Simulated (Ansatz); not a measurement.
`O[SiH](O)C[SiH2]F` + `FC[SiH3]` → `FC[SiH2][SiH2]F` + `C[SiH](O)O`  (formal exchange of groups at the Si–C bond)

Program: Ansatz. Geometries: PBE0-D4/def2-TZVP. ΔE: electronic, gas phase. CCSD(T)/CBS adds triple-zeta CCSD(T) − MP2 to the extrapolated MP2 energy (def2 sets, frozen cores). DFT in def2-TZVPP. B3LYP here is the variant with VWN-RPA as its local correlation; programs differ in this. Each species was taken in one conformer, which may not be the lowest.

| level | ΔE (kJ/mol) | difference from CCSD(T)/CBS |
| --- | --- | --- |
| PBE-D4 | 16.8 | -13.7 |
| r2SCAN-D4 | 26.7 | -3.8 |
| PBE0-D4 | 21.7 | -8.8 |
| B3LYP-D4 | 26.9 | -3.6 |
| ωB97X-V | 28.7 | -1.8 |
| ωB97M-V | 35.7 | 5.2 |
| B2PLYP | 28.1 | -2.4 |
| PBE | 13.5 | -17.0 |
| r2SCAN | 25.9 | -4.6 |
| PBE0 | 19.0 | -11.5 |
| B3LYP | 21.6 | -8.9 |
| HF/def2-TZVPP | 31.3 | 0.8 |
| MP2/def2-TZVPP | 37.6 | 7.1 |
| SCS-MP2/def2-TZVPP | 35.8 | 5.3 |
| CCSD/def2-TZVPP | 31.2 | 0.7 |
| CCSD(T)/def2-TZVPP | 31.5 | 1.0 |
| HF/def2-QZVPP | 31.3 | 0.8 |
| MP2/def2-QZVPP | 37.1 | 6.6 |
| SCS-MP2/def2-QZVPP | 35.2 | 4.7 |
| HF/CBS(def2) | 31.3 | 0.8 |
| MP2/CBS(def2) | 36.6 | 6.1 |
| CCSD/CBS(def2) | 30.3 | -0.2 |
| CCSD(T)/CBS | 30.5 | 0 |

Largest T1 diagnostic among the species: 0.012.

From PBE to PBE0 (25 % exact exchange), in def2-TZVPP and without D4, ΔE moves by +5.5 kJ/mol. The D4 term adds +5.3 kJ/mol with B3LYP and +2.8 kJ/mol with PBE0; it sums over pairs of atoms, weighted by their polarisabilities, and B3LYP, whose exchange is more repulsive, gets the larger term.
